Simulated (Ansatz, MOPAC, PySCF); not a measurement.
Dimer: hydrogen isocyanide (SMILES [C-]#[NH+]) (first 3 atoms) with hydrogen isocyanide (SMILES [C-]#[NH+]); geometry from B3LYP-D3(BJ)/def2-TZVP, rigid monomers moved along the line of their centres of mass till H3···C4 is 1.85 Å.
(charge 0, multiplicity 1):
```xyz
6

C     -0.217     0.394    -1.131
N     -0.116     0.330     0.026
H     -0.028     0.275     1.036
C      0.131     0.175     2.874
N      0.231     0.112     4.027
H      0.318     0.059     5.020
```

Monomers are frozen at their geometry in the pair; levels with a basis set take the counterpoise correction.

Rows in 6-31G* carry no dispersion term and start afresh at each structure (6-31G* with six Cartesian d functions). MP2/6-31G* freezes PySCF's default core. The state reached by AM1 isn't checked.

Codes used: Ansatz (Gaussian orbitals); MOPAC for AM1 (differences of heats of formation); PySCF for 6-31G* rows, the dispersion terms. Each number belongs to the level named beside it.

Problem. What is the computed interaction energy (PBE0-D4/def2-TZVPPD)?

Solution. -7.3 kcal/mol

Problem. What is the computed interaction energy (AM1)?

Solution. -4.1 kcal/mol

Problem. Predict the interaction energy from MP2/6-31G*.

Solution. -5.8 kcal/mol

Ansatz is an electronic-structure program.
